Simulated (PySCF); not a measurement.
# Gold: a sound run and one with changed settings

Sound run: Au²⁺ [Xe] 4f14 5d9, Au³⁺ [Xe] 4f14 5d8. Computed with PySCF 2.14 in def2-SVP with the def2 core potential (60 electrons) (6s3p2d1f, 32 functions), with a scalar-relativistic core potential. In the sound run the correlated levels freeze 5s2 5p6 outside the core potential. The sound run starts from symmetry-adapted Hartree-Fock orbitals and uses a fine grid where one is needed.

Changed run: initial guess 1e, at most 50 SCF cycles.

| species | method | sound run (hartree) | changed run (hartree) | converged |
| --- | --- | --- | --- | --- |
| Au²⁺ | UHF | -133.80199 | -133.80199 | yes |
| Au²⁺ | PBE | -134.61766 | -134.61511 | no |
| Au²⁺ | MN15 | -134.35389 | -134.35521 | yes |
| Au²⁺ | MP2 | -133.95616 | -133.95616 | yes |
| Au³⁺ | UHF | -132.66125 | -132.66125 | yes |
| Au³⁺ | PBE | -133.40723 | -133.40723 | yes |
| Au³⁺ | MN15 | -133.13958 | -133.13958 | yes |
| Au³⁺ | MP2 | -132.77121 | -132.77121 | yes |

Ionisation energy of Au²⁺:

```json
{"method": "UHF", "sound run (eV)": "31.041", "changed run (eV)": "31.041"}
{"method": "MN15", "sound run (eV)": "33.043", "changed run (eV)": "33.079"}
{"method": "MP2", "sound run (eV)": "32.244", "changed run (eV)": "32.244"}
{"method": "SCS-MP2", "sound run (eV)": "32.152", "changed run (eV)": "32.152"}
```

Where the changed run lies lower, it found another determinant of the same configuration, with other orbitals of the open shell filled.

For comparison, NIST gives 30 ± 1.6 eV between the lowest levels.
